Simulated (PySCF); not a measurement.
HgF₂ (singlet). Computed with PySCF, B3LYP, basis Hg def2-TZVP with ECP60, F def2-TZVP (scalar-relativistic core potentials, no spin–orbit coupling, density fitting).

Harmonic bands of its minimum:

| ω (cm⁻¹) | IR (km/mol, summed over degenerate members) | degeneracy |
| --- | --- | --- |
| 173 | 30.2 | 2 |
| 562 | 0.0 | 1 |
| 637 | 108 | 1 |

Task: The central atom is Hg. Infer the point group and assign the bands.

Result: D∞h. The modes span πu + σg+ + σu+: 173 πu, 562 σg+, 637 σu+. The computed geometry has Hg–F 1.935 Å (×2); F–Hg–F 180.0°.

Spin–orbit coupling, left out here, can matter for elements this heavy.
